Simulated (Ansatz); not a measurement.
Input and output for CH2AlBrS (`[Br][Al]1[CH2][S]1`).

```yaml
crystal:
  periodic: [false, false, false]
  atoms:
    - {symbol: Br, position_ang: [-1.739364, -2.629629, 0.431643]}
    - {symbol: Al, position_ang: [-0.674175, -0.746523, -0.075698]}
    - {symbol: C, position_ang: [0.669755, 0.573884, 0.167111]}
    - {symbol: S, position_ang: [-0.505906, 0.943950, -1.317391]}
    - {symbol: H, position_ang: [0.598272, 1.353358, 0.921375]}
    - {symbol: H, position_ang: [1.693519, 0.440859, -0.173141]}
basis:
  gaussian: {orbitals: def2-TZVPD}
total_charge: 1
magnetization: {spin_polarized: true, initial_magnetization: 1}
hamiltonian: {xc: {name: HF}}
correlation: {method: mp2}
accuracy: high
output: {forces: true}
```

```sh
$ ansatz run in.yaml --threads 2 --pin off --events-out ev --progress --plain --max-ram 4352MiB
```

It prints (some lines left out):

```
Functional definition: HF
3034 factors; integrals over basis functions are off by at most 4.2e-9 eV
mean field evaluation 1: about -88453.4107 eV, gradient 1.9e1 eV
mean field evaluation 2: about -88453.4233 eV, gradient 1.9e1 eV
mean field evaluation 4: about -88455.6602 eV, gradient 2.5e0 eV
mean field evaluation 8: about -88455.7884 eV, gradient 4.3e-1 eV
mean field evaluation 16: about -88455.8168 eV, gradient 1.6e-5 eV
mean field -88456.15075044 eV, -3250.7035823460 hartree, gradient 2.5e-8 eV, S^2 0.765904; 11 other end points of the search recorded, 0 dependent functions left out
20 core orbitals not correlated: weight in the atoms' cores, before any rotation towards them, 1.000 or more for the frozen orbitals, at most 0.000 for the correlated occupied ones
reference -88456.15075044 eV, -3250.7035823460 hartree; 16, 15 occupied and 165, 166 virtual orbitals, 3034 factors
second order -17.09076320 eV of doubles, -0.00000000 eV of singles
Total energy: -88473.24151363 eV, -3251.3316563091 hartree
Atom 0 at    -1.739364    -2.629629     0.431643 Å, force     0.340995     0.771701    -0.303916 eV/Å
Atom 1 at    -0.674175    -0.746523    -0.075698 Å, force    -0.452301    -3.125869     2.157885 eV/Å
Atom 2 at     0.669755     0.573884     0.167111 Å, force    -0.798872    -0.552467    -0.340024 eV/Å
Atom 3 at    -0.505906     0.943950    -1.317391 Å, force     0.822404     2.354315    -1.142103 eV/Å
Atom 4 at     0.598272     1.353358     0.921375 Å, force    -0.068928     0.369587    -0.072756 eV/Å
Atom 5 at     1.693519     0.440859    -0.173141 Å, force     0.156702     0.182734    -0.299085 eV/Å
Dipole moment:     0.596223     1.066961    -0.294643 e Å
```

Run time 120 s (2 threads of an Arm Neoverse V1 on a shared host); peak host memory 1.3 GiB.
